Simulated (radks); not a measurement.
Results of a calculation; reference values are marked as such.
Task: Orbital eigenvalues (eV) of the samarium ion Sm2+, [Xe] 4f6, of relativity; Dirac values are averaged over j with weights 2j + 1. Spin-unpolarised spherical Kohn-Sham, PBE, point nucleus unless stated (finite: rms radius 5.0819 fm), a radial shooting solver on a logarithmic mesh with Libxc functionals. A level marked "c x" has the speed of light scaled by that factor and shares open shells by 2j + 1; other Dirac levels either fill j = l - 1/2 first or share by 2j + 1.

| shell | non-rel. |
|---|---|
| 1s | -44059 |
| 2s | -6970.4 |
| 2p | -6620.0 |
| 3s | -1530.8 |
| 3p | -1376.3 |
| 3d | -1088.6 |
| 4s | -308.91 |
| 4p | -249.44 |
| 4d | -144.04 |
| 5s | -51.147 |
| 5p | -35.474 |
| 4f | -18.599 |

Give the values at the level "Dirac, low j first".

Result: 
shell  Dirac, low j first  change of magnitude (%)
1s                 -46647                    +5.87
2s                -7629.5                    +9.45
2p                -6829.9                    +3.17
3s                -1681.4                    +9.84
3p                -1429.0                    +3.83
3d                -1076.1                    -1.14
4s                -344.47                   +11.51
4p                -261.08                    +4.67
4d                -141.52                    -1.75
5s                -56.487                   +10.44
5p                -36.582                    +3.12
4f                -15.491                   -16.71
